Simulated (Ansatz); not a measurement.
System: CH4BO, net charge 0, doublet state. It need not be the lowest isomer of its formula. SMILES: [BH]OC
Coordinates optimised at B3LYP-D3(BJ)/def2-TZVP (Ansatz, a quantum-chemistry and plane-wave program):
```xyz
7

B      1.3090     0.5021    -0.0785
O      0.2809    -0.1412     0.4428
C     -1.0137    -0.2606    -0.1760
H      1.3015     1.0731    -1.1379
H     -1.2277    -1.3194    -0.3137
H     -1.7523     0.1748     0.4953
H     -1.0308     0.2542    -1.1378
```
Charge 0, spin multiplicity 2.

Computed values are from Ansatz. Correlated levels leave the core frozen unless marked. UHF or UKS for open shells. No spin-orbit coupling. No relativistic terms. CBS marks a two-point X^-3 extrapolation of the correlation energy; Hartree-Fock from the larger set. The bracket is a focal-point correction in the basis named.

```yaml
atomisation energy De: 2535.2 kJ/mol at RI-MP2/CBS(aug-cc-pVTZ,aug-cc-pVQZ)+[CCSD(T)-MP2]/aug-cc-pVTZ
total_energy: -140.3668 Eh at RI-MP2/CBS(aug-cc-pVTZ,aug-cc-pVQZ)+[CCSD(T)-MP2]/aug-cc-pVTZ
dipole_moment: 2.46 D at CCSD(T)/aug-cc-pVDZ
T1 diagnostic: 0.016 at CCSD/aug-cc-pVTZ
```
